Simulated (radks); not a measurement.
Neutral dysprosium, 66 electrons, occupied as [Xe] 4f10 6s2.

Calculated with a radial shooting solver on a logarithmic mesh with Libxc functionals: scalar-relativistic Kohn-Sham, LDA (Slater exchange, Perdew-Wang correlation), spin-polarised, spherical densities, finite nucleus; open shells are filled with parallel spins first (spin-orbit coupling, left out, can overturn this in heavy ions); Fermi nuclear charge, rms radius 5.2218 fm; hard spherical wall at 5 bohr.

Energy parts (hartree):
part                       energy
total                 -12148.1015
kinetic                13101.9519
electron-nucleus      -29745.8970
Hartree                 4751.2148
exchange-correlation    -255.3712

Orbitals (lengths in bohr, moments of r in powers of bohr; r(max) is where P^2 peaks):
orbital,occ.,eigenvalue (hartree),r(max)
1s down,1,-1969.645,0.01339
1s up,1,-1969.645,0.01339
2s up,1,-327.9139,0.07610
2s down,1,-327.9114,0.07610
2p up,3,-291.1062,0.06170
2p down,3,-291.1044,0.06170
3s up,1,-72.87456,0.2157
3s down,1,-72.81568,0.2156
3p up,3,-61.57059,0.2118
3p down,3,-61.51212,0.2118
3d up,5,-46.98362,0.1729
3d down,5,-46.93801,0.1728
4s up,1,-14.31983,0.4942
4s down,1,-14.19560,0.4941
4p up,3,-10.59479,0.5161
4p down,3,-10.47228,0.5160
4d up,5,-5.51783,0.5345
4d down,5,-5.39813,0.5344
5s up,1,-1.68380,1.154
5s down,1,-1.62376,1.161
5p up,3,-0.81606,1.321
5p down,3,-0.77254,1.333
4f up,7,-0.01771,0.5374
6s up,1,0.06530,2.984
6s down,1,0.07419,3.005
4f down,3,0.08423,0.5395
5d up,0,0.10608,2.034
5d down,0,0.12134,2.098
6p up,0,0.30024,3.308
6p down,0,0.31022,3.325
7s up,0,1.10890,4.004
7s down,0,1.12314,4.009

The highest occupied level is 4f down at 2.292 eV. Spin moment in Bohr magnetons: 4. Summed over all electrons, <r^2> = 58.12 bohr^2, which gives a Langevin (diamagnetic) susceptibility term of -46 x 10^-6 cm^3/mol. The density falls to 0.001 e/bohr^3 at r = 4.35 bohr. The pressure on the wall is 27.1 GPa.
